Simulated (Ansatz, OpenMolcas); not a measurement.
**A ladder of methods for RbI (SMILES [Rb][I])**

RbI has 2 atoms, charge 0, and is taken as a singlet. SMILES: `[Rb][I]`. The bond length is the measured one.

```tsv
atom	x (Å)	y (Å)	z (Å)
Rb	0.0000	0.0000	0.0000
I	0.0000	0.0000	3.1769
```

Each level gives the HOMO–LUMO gap (eV). The values are calculated.

```json
{"level": "SVWN5/def2-TZVPP (core potential)", "kind": "LDA", "program": "Ansatz", "value (eV)": "2.57", "CPU time": "3.7 s"}
{"level": "revPBE/def2-TZVPP (core potential)", "kind": "GGA", "program": "Ansatz", "value (eV)": "2.28", "CPU time": "5.7 s"}
{"level": "TPSS/def2-TZVPP (core potential)", "kind": "meta-GGA", "program": "OpenMolcas", "value (eV)": "2.56", "CPU time": "8.8 s"}
{"level": "r2SCAN/def2-TZVPP (core potential)", "kind": "meta-GGA", "program": "Ansatz", "value (eV)": "3.28", "CPU time": "12 s"}
{"level": "r2SCAN0/def2-TZVPP (core potential)", "kind": "hybrid meta-GGA", "program": "Ansatz", "value (eV)": "4.46", "CPU time": "16 s"}
{"level": "HSE06/def2-TZVPP (core potential)", "kind": "range-separated hybrid", "program": "Ansatz", "value (eV)": "3.22", "CPU time": "7.7 s"}
{"level": "wB97M-V/def2-TZVPP (core potential)", "kind": "range-separated hybrid", "program": "Ansatz", "value (eV)": "6.50", "CPU time": "97 s"}
{"level": "B2PLYP/def2-TZVPP (core potential)", "kind": "double hybrid", "program": "Ansatz", "value (eV)": "5.10", "CPU time": "11 s"}
```

The values span 2.28 to 6.50 eV. Orbital gaps aren't excitation energies, and those of double hybrids come from the SCF part alone; they tend to grow with the share of exact exchange. Times are those of the runs behind each value, whatever else they computed, on shared processors of several kinds: orders of magnitude only.
